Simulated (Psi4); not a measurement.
C₃H₈BFO (SMILES CC(C)OBF), singlet, geometry from GFN2-xTB; PBE0/def2-TZVPPD (Psi4).

Input for Psi4:
```
memory 2 GB

molecule {
0 1
B     0.05588038    0.09115002    1.59619446
F    -0.87562720    0.43525411    2.47986644
H     1.12129499   -0.20214472    2.00979871
O    -0.31216212    0.11284632    0.32890273
C     0.51561007   -0.21432538   -0.77439692
C     0.64267807    1.01730501   -1.66776222
C    -0.11453732   -1.38735424   -1.52134464
H     1.51101126   -0.50482273   -0.40527022
H    -0.34044805    1.32024948   -2.01816085
H     1.27384775    0.79328515   -2.52297893
H     1.08109362    1.84049566   -1.10915581
H    -0.20404881   -2.24637653   -0.86109320
H    -1.10687548   -1.11155725   -1.86826554
H     0.50015951   -1.65868910   -2.37484361
}

set {
  basis def2-tzvppd
}

energy('pbe0')
print_variables()
```

Task: What does Psi4 print? Leave out banner, timings and long lists.

Result: 
```
   => Loading Basis Set <=

    Name: DEF2-TZVPPD
    Role: ORBITAL
    Keyword: BASIS

         ---------------------------------------------------------
                                   SCF
               by Justin Turney, Rob Parrish, Andy Simmonett
                          and Daniel G. A. Smith
                              RKS Reference
         ---------------------------------------------------------

  ==> Geometry <==

    Molecular point group: c1
    Full point group: C1

    Geometry (in Angstrom), charge = 0, multiplicity = 1:

       Center              X                  Y                   Z               Mass
    ------------   -----------------  -----------------  -----------------  -----------------
         B            0.107201622043     0.065816196280     1.450037579324    11.009305360000
         F           -0.824305957957     0.409920286280     2.333709559324    18.998403162730
         H            1.172616232043    -0.227478543720     1.863641829324     1.007825032230
         O           -0.260840877957     0.087512496280     0.182745849324    15.994914619570
         C            0.566931312043    -0.239659203720    -0.920553800676    12.000000000000
         C            0.693999312043     0.991971186280    -1.813919100676    12.000000000000
         C           -0.063216077957    -1.412688063720    -1.667501520676    12.000000000000
         H            1.562332502043    -0.530156553720    -0.551427100676     1.007825032230
         H           -0.289126807957     1.294915656280    -2.164317730676     1.007825032230
         H            1.325168992043     0.767951326280    -2.669135810676     1.007825032230
         H            1.132414862043     1.815161836280    -1.255312690676     1.007825032230
         H           -0.152727567957    -2.271710353720    -1.007250080676     1.007825032230
         H           -1.055554237957    -1.136891073720    -2.014422420676     1.007825032230
         H            0.551480752043    -1.684022923720    -2.521000490676     1.007825032230

  Running in c1 symmetry.

  Rotational constants: A =      0.24700  B =      0.06194  C =      0.05398 [cm^-1]
  Rotational constants: A =   7404.89789  B =   1856.82183  C =   1618.39201 [MHz]
  Nuclear repulsion =  235.596751525466829

  Charge       = 0
  Multiplicity = 1
  Electrons    = 48
  Nalpha       = 24
  Nbeta        = 24

  ==> Algorithm <==

  SCF Algorithm Type is DF.
  DIIS enabled.
  MOM disabled.
  Fractional occupation disabled.
  Guess Type is SAD.
  Energy threshold   = 1.00e-06
  Density threshold  = 1.00e-06
  Integral threshold = 1.00e-12

  ==> Primary Basis <==

  Basis Set: DEF2-TZVPPD
    Blend: DEF2-TZVPPD
    Number of shells: 136
    Number of basis functions: 364
    Number of Cartesian functions: 408
    Spherical Harmonics?: true
    Max angular momentum: 3

  ==> DFT Potential <==

   => LibXC <=

    Version 7.1.2
    S. Lehtola, C. Steigemann, M. J. T. Oliveira, and M. A. L. Marques,  SoftwareX 7, 1–5 (2018) (10.1016/j.softx.2017.11.002)

   => Composite Functional: PBE0 <=

    PBE0 Hyb-GGA Exchange-Correlation Functional

    C. Adamo and V. Barone,  J. Chem. Phys. 110, 6158 (1999) (10.1063/1.478522)
    M. Ernzerhof and G. E. Scuseria,  J. Chem. Phys. 110, 5029 (1999) (10.1063/1.478401)

    Deriv               =              1
    GGA                 =           TRUE
    Meta                =          FALSE

    Exchange Hybrid     =           TRUE
    MP2 Hybrid          =          FALSE

   => Exchange Functionals <=

    0.7500   Perdew, Burke & Ernzerhof

   => Exact (HF) Exchange <=

    0.2500               HF

   => Correlation Functionals <=

    1.0000   Perdew, Burke & Ernzerhof

   => LibXC Density Thresholds  <==

    XC_HYB_GGA_XC_PBEH:  1.00E-15

   => Molecular Quadrature <=

    Radial Scheme          =       TREUTLER
    Pruning Scheme         =           NONE
    Nuclear Scheme         =       TREUTLER

    Blocking Scheme        =         OCTREE
    BS radius alpha        =              1
    Pruning alpha          =              1
    Radial Points          =             75
    Spherical Points       =            302
    Total Points           =         299457
    Total Blocks           =           2291
    Max Points             =            256
    Max Functions          =            343
    Weights Tolerance      =       1.00E-15

   => Loading Basis Set <=

    Name: (DEF2-TZVPPD AUX)
    Role: JKFIT
    Keyword: DF_BASIS_SCF

  ==> Integral Setup <==

  SCF_SUBTYPE=INCORE selected. In-core MEM_DF algorithm will be used.
  Using in-core AOs.

  ==> MemDFJK: Density-Fitted J/K Matrices <==

    J tasked:                   Yes
    K tasked:                   Yes
    wK tasked:                   No
    Algorithm:                 Core
    Schwarz Cutoff:           1E-12
    Mask sparsity (%):       5.0764
    Fitting Condition:        1E-10

   => Auxiliary Basis Set <=

  Basis Set: (DEF2-TZVPPD AUX)
    Blend: DEF2-UNIVERSAL-JKFIT
    Number of shells: 198
    Number of basis functions: 598
    Number of Cartesian functions: 702
    Spherical Harmonics?: true
    Max angular momentum: 4

  Minimum eigenvalue in the overlap matrix is 6.4967613295E-06.
  Reciprocal condition number of the overlap matrix is 4.1269005000E-07.
    Using symmetric orthogonalization.

  ==> Pre-Iterations <==

  SCF Guess: Superposition of Atomic Densities via on-the-fly atomic UHF (no occupation information).

   -------------------------
    Irrep   Nso     Nmo
   -------------------------
     A        364     364
   -------------------------
    Total     364     364
   -------------------------

  ==> Iterations <==

                           Total Energy        Delta E     RMS |[F,P]|

   @DF-RKS iter SAD:  -318.08326701222398   -3.18083e+02   0.00000e+00
   @DF-RKS iter   1:  -318.47889509045660   -3.95628e-01   2.75704e-03 ADIIS/DIIS
   @DF-RKS iter   2:  -318.22027511083263    2.58620e-01   3.42179e-03 ADIIS/DIIS
   @DF-RKS iter   3:  -318.91047942030832   -6.90204e-01   6.42681e-04 ADIIS/DIIS
   @DF-RKS iter   4:  -318.92955020597310   -1.90708e-02   1.89441e-04 ADIIS/DIIS
   @DF-RKS iter   5:  -318.93112520138914   -1.57500e-03   6.17794e-05 DIIS
   @DF-RKS iter   6:  -318.93129780090993   -1.72600e-04   1.56944e-05 DIIS
   @DF-RKS iter   7:  -318.93130845890806   -1.06580e-05   4.43851e-06 DIIS
   @DF-RKS iter   8:  -318.93130932489436   -8.65986e-07   9.52419e-07 DIIS
  Energy and wave function converged.

  ==> Post-Iterations <==

   Electrons on quadrature grid:
      Ntotal   =   48.0000006093 ; deviation = 6.093e-07

    Orbital Energies [Eh]
    ---------------------

    Doubly Occupied:

[...]
    Virtual:

[...]
     364A     57.887844

    Final Occupation by Irrep:
              A
    DOCC [    24 ]
    NA   [    24 ]
    NB   [    24 ]

  @DF-RKS Final Energy:  -318.93130932489436

   => Energetics <=

    Nuclear Repulsion Energy =            235.5967515254668285
    One-Electron Energy =                -902.7709165513836069
    Two-Electron Energy =                 380.2274211655363274
    DFT Exchange-Correlation Energy =     -31.9845654645139099
    Empirical Dispersion Energy =           0.0000000000000000
    VV10 Nonlocal Energy =                  0.0000000000000000
    Total Energy =                       -318.9313093248943574

Computation Completed

Properties will be evaluated at   0.000000,   0.000000,   0.000000 [a0]

Properties computed using the SCF density matrix

 Multipole Moments:

 ------------------------------------------------------------------------------------
     Multipole            Electronic (a.u.)      Nuclear  (a.u.)        Total (a.u.)
 ------------------------------------------------------------------------------------

 L = 1.  Multiply by 2.5417464519 to convert [e a0] to [Debye]
 Dipole X            :         -3.9974207            4.6551881            0.6577674
 Dipole Y            :          2.0401128           -2.2979515           -0.2578388
 Dipole Z            :         12.4034904          -13.2574309           -0.8539405
 Magnitude           :                                                    1.1083110

 ------------------------------------------------------------------------------------

  Variable Map:
  ----------------------------------------------------------------------------
[...]
  Array Variable Map:
  ----------------------------------------------------------------------------
[...]
[...]
```
